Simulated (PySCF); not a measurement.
**Magnetic susceptibility: `C[C@H](CF)CC(N)=O`, C5H10FNO**

Geometry (Å), atoms numbered from 1 in this order:
```xyz
18

C    -1.563   -1.490    0.508
C    -0.735   -0.221    0.687
C    -1.431    0.977    0.045
F    -1.554    0.796   -1.316
C     0.663   -0.394    0.086
C     1.603    0.733    0.482
N     2.773    0.726   -0.200
O     1.361    1.557    1.335
H    -1.077   -2.337    0.987
H    -1.686   -1.712   -0.550
H    -2.549   -1.366    0.950
H    -0.630    0.011    1.751
H    -2.446    1.105    0.433
H    -0.852    1.891    0.194
H     1.101   -1.331    0.435
H     0.590   -0.438   -1.003
H     3.455    1.439   -0.004
H     2.967    0.060   -0.925
```

Computed, not measured: PySCF 2.14.0, GIAO HF/pcSseg-1 magnetisability, rotational g tensor and spin-rotation constants, non-relativistic, gas phase. Geometry: GFN2-xTB.

Question: How diamagnetic is it, and how anisotropic?

Answer: Isotropic -1263 × 10⁻³⁰ J/T², or -76.0 × 10⁻⁶ cm³/mol; principal values -1338, -1257, -1192 × 10⁻³⁰ J/T², anisotropy 127 × 10⁻³⁰ J/T² (root of half the summed squared differences of the principal values). The susceptibility is in cgs units.

Question: Split it along the inertial axes a, b, c into diamagnetic and paramagnetic parts about the centre of mass, with the quadrupole moment.

Answer: 
| axis | χ (10⁻⁶ cm³/mol) | diamagnetic (10⁻⁶ cm³/mol) | paramagnetic (10⁻⁶ cm³/mol) | summed x² of all electrons (Å²) | quadrupole Θ (D Å) |
| --- | --- | --- | --- | --- | --- |
| a | -76.3 | -488.6 | 412.3 | 200.2 | +4.15 |
| b | -78.2 | -1052.4 | 974.2 | 67.3 | -2.49 |
| c | -73.6 | -1135.2 | 1061.7 | 47.8 | -1.66 |

Anisotropies 2χaa − χbb − χcc = -0.8 and 2χbb − χaa − χcc = -6.6 × 10⁻⁶ cm³/mol. Θ is traceless in Buckingham's convention.

Question: And the rotational g tensor?

Answer: 
```
axis  rotational constant (GHz)        g  nuclear part  electronic part
   a                     3.1193  -0.0172        0.5870          -0.6042
   b                     1.2404  -0.0034        0.5642          -0.5677
   c                     1.1406  -0.0059        0.5629          -0.5689
```
Asymmetric top; isotopes 12C, 19F, 1H, 14N, 16O; no vibrational averaging.
